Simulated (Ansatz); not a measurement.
A run for Ansatz (a program for electronic structure): U-CCSD(T)/cc-pVTZ on FGaH2 (SMILES [F][GaH2]), a point of a bond scan (R = 5.665 Å). The run froze 15 orbitals, filled d shells among them.

Ansatz 0.2 input:
```yaml
crystal:
  periodic: [false, false, false]
  atoms:
    - {symbol: Ga, position_ang: [-0.15314797, -0.29827289, 0.09911006]}
    - {symbol: H, position_ang: [0.62376958, -1.05783376, 1.21321406]}
    - {symbol: H, position_ang: [-1.47626948, -0.60250567, -0.66151679]}
    - {symbol: F, position_ang: [2.32806752, 4.53417332, -1.50661426]}
basis:
  gaussian:
    orbitals: cc-pVTZ
correlation: {method: ccsd_t, electrons: outside_noble_gas}
scf: {omitted_lower_state_checks: [cluster_reference]}
magnetization: {spin_polarized: true, initial_magnetization: 0}
```

Program output:

```
WARN ansatz: RAYON_NUM_THREADS=1 ignored (pool sized by the plan → 1); use --threads N
Functional definition: HF
these checks for a lower state are left out or cut short: cluster_reference
integrals: 0.17 GiB planned
617 factors; integrals over basis functions are off by at most 1.3e-3 eV
mean field: 0.27 GiB planned
mean field evaluation 1: about -55063.2449 eV, gradient 3.0e1 eV
mean field evaluation 2: about -55063.2445 eV, gradient 3.0e1 eV
mean field evaluation 4: about -55064.8550 eV, gradient 2.2e1 eV
mean field evaluation 8: about -55066.5652 eV, gradient 3.0e-1 eV
mean field evaluation 16: about -55066.5621 eV, gradient 6.6e-1 eV
mean field evaluation 32: about -55066.6091 eV, gradient 2.6e-5 eV
mean field evaluation 64: about -55070.4462 eV, gradient 3.5e-1 eV
mean field evaluation 96: about -55070.4397 eV, gradient 7.9e-1 eV
mean field evaluation 128: about -55070.4437 eV, gradient 6.6e-3 eV
mean field evaluation 160: about -55070.3111 eV, gradient 8.1e0 eV
mean field evaluation 192: about -55070.4473 eV, gradient 4.0e-3 eV
mean field evaluation 224: about -55070.4432 eV, gradient 1.2e-5 eV
mean field evaluation 256: about -55064.4587 eV, gradient 8.0e-1 eV
mean field evaluation 288: about -55066.5467 eV, gradient 1.0e0 eV
mean field -55070.44728900 eV, -2023.8016097810 hartree, gradient 1.1e-9 eV, S^2 1.007665; 20 other end points of the search recorded, 0 dependent functions left out
15 core orbitals not correlated, not the lowest: weight in the atoms' cores, before any rotation towards them, 0.999 or more for the frozen orbitals, at most 0.001 for the correlated occupied ones
reference -55070.44728900 eV, -2023.8016097810 hartree; 6, 6 occupied and 80, 80 virtual orbitals, 617 factors
second order -7.25994185 eV of doubles, -0.00000000 eV of singles
coupled cluster: 0.37 GiB planned
cycle   1  -7.81862135 eV  change   -5.6e-1 eV  update   5.3e-2
cycle   2  -8.04801873 eV  change   -2.3e-1 eV  update   2.0e-2
cycle   3  -8.05563910 eV  change   -7.6e-3 eV  update   6.3e-3
cycle   4  -8.05497523 eV  change    6.6e-4 eV  update   2.4e-3
cycle   5  -8.05537146 eV  change   -4.0e-4 eV  update   1.5e-3
cycle   6  -8.05569063 eV  change   -3.2e-4 eV  update   6.7e-4
cycle   7  -8.05560495 eV  change    8.6e-5 eV  update   4.9e-4
cycle   8  -8.05568786 eV  change   -8.3e-5 eV  update   3.2e-4
cycle   9  -8.05570145 eV  change   -1.4e-5 eV  update   1.8e-4
cycle  10  -8.05567991 eV  change    2.2e-5 eV  update   7.4e-5
cycle  11  -8.05568810 eV  change   -8.2e-6 eV  update   1.9e-5
cycle  12  -8.05568635 eV  change    1.8e-6 eV  update   1.0e-5
coupled cluster: 0.38 GiB planned
perturbative correction -0.13793643 eV, -0.0050690702 hartree
Total energy: -55078.64091178 eV, -2024.1027198642 hartree
Checks for a lower state left out: cluster_reference
```

Self-consistency was reached. Its determinant has ⟨S²⟩ = 1.01, a mixture of spin states.

Cost: around 40 core-seconds (rough).
